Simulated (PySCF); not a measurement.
**Ionisation energy of Os⁶⁶⁺ by level of theory**

Os⁶⁶⁺ [Ne] (1S) → Os⁶⁷⁺ [He] 2s2 2p5 (2P), as a difference of total energies. All numbers are calculated (PySCF 2.14, the spin-free X2C one-electron Hamiltonian (Gaussian nucleus), in an uncontracted even-tempered set (18 s from 46 bohr⁻², ratio 2.2; 13 p from 59 bohr⁻², ratio 2.2; 5 d from 230 bohr⁻², ratio 2.4; 5 f from 350 bohr⁻², ratio 2.4; 4 g from 520 bohr⁻², ratio 2.4)). Correlated levels: nothing frozen; virtual orbitals above 40 to 60 times the deepest correlated orbital energy dropped. The calculations carry no spin-orbit coupling.

```json
{"method": "UHF", "ionisation energy (eV)": "17056.1"}
{"method": "LDA", "ionisation energy (eV)": "17048.9"}
{"method": "PBE", "ionisation energy (eV)": "17050.8"}
{"method": "PBE0", "ionisation energy (eV)": "17052.6"}
{"method": "r2SCAN", "ionisation energy (eV)": "17057.3"}
{"method": "PW91", "ionisation energy (eV)": "17052.7"}
{"method": "PBEsol", "ionisation energy (eV)": "17048.9"}
{"method": "MP2 (all electrons)", "ionisation energy (eV)": "17058.0"}
{"method": "SCS-MP2 (all electrons)", "ionisation energy (eV)": "17057.8"}
```

A first-order spin-orbit estimate (lowest level to lowest level, LS coupling) adds -483.7 eV.

For this ion Breit and QED terms and the two-electron picture change, all absent here, outweigh the differences among the correlated methods.

For comparison: 16560 ± 40 eV (theoretical estimate listed by NIST; NIST Atomic Spectra Database, ionization energies).
